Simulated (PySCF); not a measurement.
Zn(H)(OMe) (CH4OZn), SMILES C[O][ZnH].

Geometry: B3LYP-D3(BJ)/def2-TZVP.

Level of theory: B3LYP-D3(BJ)/def2-TZVP (PySCF 2.14.0).

Frequencies are harmonic and unscaled.

```csv
mode,ν (cm⁻¹),IR (km/mol),moving atoms (share of kinetic energy)
1,78,2.3,"H 76 %, O 20 %"
2,166,1.9,"O 37 %, C 28 %, H 26 %, Zn 9 %"
3,475,71.0,H 92 %
4,490,74.1,H 88 %
5,572,38.8,"O 51 %, Zn 23 %, C 17 %, H 8 %"
6,1116,239.2,"O 51 %, C 41 %"
7,1172,0.1,"H 78 %, C 17 %"
8,1194,16.3,"H 72 %, C 19 %, O 9 %"
9,1486,25.3,"H 89 %, C 10 %"
10,1500,1.1,H 96 %
11,1502,1.8,H 96 %
12,1980,88.0,H 98 %
13,2965,120.9,H 97 %
14,3004,70.2,"H 90 %, C 10 %"
15,3036,55.8,"H 91 %, C 9 %"
```
